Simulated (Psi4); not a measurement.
Relaxed torsion scan: SMILES [SiH2](C#N)[SiH2][SiH3] (CH7NSi3). Scanned: dihedral C2–Si3–Si4–Si5; all other coordinates were relaxed at GFN2-xTB. GFN2-xTB can order the conformers of Si and Ge chains otherwise than DFT does. Points at φ and −φ are mirror images.

Geometry of the scan point at -30° (Å):
```
12

N      1.9950     0.7986    -2.4049
C      1.9450     0.4684    -1.3080
Si     1.7878    -0.0903     0.4668
Si    -0.4072    -0.7876     0.7771
Si    -2.0074     0.2693    -0.5256
H      2.1986     1.0980     1.2246
H      2.8606    -1.0833     0.5968
H     -0.4318    -2.2472     0.5781
H     -0.6890    -0.6387     2.2163
H     -2.3283     1.5915     0.0178
H     -3.2637    -0.4809    -0.5918
H     -1.5233     0.4515    -1.8928
```

Level of theory: DF-MP2 (frozen core)/cc-pVTZ // GFN2-xTB (Psi4).

Scanned values (°): -150, -120, -90, -60, -30, 0, 30, 60, 90, 120, 150, 180.

Problem. Describe the profile: where are the wells and the tops?

Solution. Lower than their neighbours: -60° (0.00 kJ/mol), 60° (0.00 kJ/mol), 180° (0.55 kJ/mol). Higher than their neighbours: -120° (4.91 kJ/mol), 0° (4.41 kJ/mol), 120° (4.91 kJ/mol). The whole profile spans 4.91 kJ/mol.
